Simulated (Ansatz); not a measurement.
Two isomers of C2H6N2Si: A = `C1=NC[SiH2]N1`, B = `NC1N=C1[SiH3]`.

Isolated molecules relaxed with PBE0-D4/def2-TZVP in Ansatz; ΔE leaves out vibrations. CCSD(T)/CBS is the MP2 limit (def2-TZVPP, def2-QZVPP) plus CCSD(T) − MP2 in def2-TZVPP, frozen cores. Functionals use def2-TZVPP. B3LYP here is the variant with VWN-RPA as its local correlation; programs differ in this. Each species was taken in one conformer, which may not be the lowest.

Question: Which isomer does CCSD(T)/CBS put lower? Give the gap. (Best estimate.)

Answer: The calculation gave: A, by 55.6 kcal/mol.

Question: Give E(B) − E(A) in kcal/mol with B3LYP, B3LYP-D4, HF/def2-TZVPP, CCSD/def2-TZVPP, ωB97M-V, PBE0-D4, r2SCAN-D4. (An estimate is asked.)

Answer: Computed: B3LYP 55.0, B3LYP-D4 56.3, HF/def2-TZVPP 56.1, CCSD/def2-TZVPP 55.0, ωB97M-V 55.8, PBE0-D4 57.1, r2SCAN-D4 57.2. None reverses the order clearly.

Largest T1 diagnostic: 0.014.

In def2-TZVPP, CCSD(T) changes the Hartree–Fock value by −1.3 kcal/mol (the triples alone add −0.3 kcal/mol) and MP2 by −1.0 kcal/mol. From PBE to PBE0 (25 % exact exchange), in def2-TZVPP and without D4, E(B) − E(A) moves by +2.1 kcal/mol.
